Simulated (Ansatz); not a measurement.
A structure relaxed at PBE0-D4/def2-TZVP, charge 0, multiplicity 1:

```tsv
atom	x (Å)	y (Å)	z (Å)
O1	1.934	1.307	0.519
C2	0.857	0.885	1.316
C3	0.114	-0.266	0.685
O4	-0.379	0.171	-0.570
Si5	-1.215	-0.822	-1.583
H6	1.579	1.472	-0.360
H7	0.152	1.708	1.500
H8	1.269	0.570	2.278
H9	0.795	-1.115	0.545
H10	-0.712	-0.583	1.336
H11	-1.536	-0.016	-2.782
H12	-2.464	-1.303	-0.930
H13	-0.395	-2.007	-1.955
```

Problem. Give its formula and SMILES.

Solution. C2H8O2Si, `OCCO[SiH3]`.

Problem. Point group (tolerance 0.08 Å, 0.16 Å for H)?

Solution. C1.

Problem. Summarise the bond lengths by kind.

Solution. 2 × C–O 1.405 to 1.417 Å; 1 × H–O 0.963 Å; 1 × C–C 1.508 Å; 4 × C–H 1.093 to 1.099 Å; 1 × O–Si 1.646 Å; 3 × H–Si 1.480 to 1.489 Å.

Program: Ansatz 0.2.0.
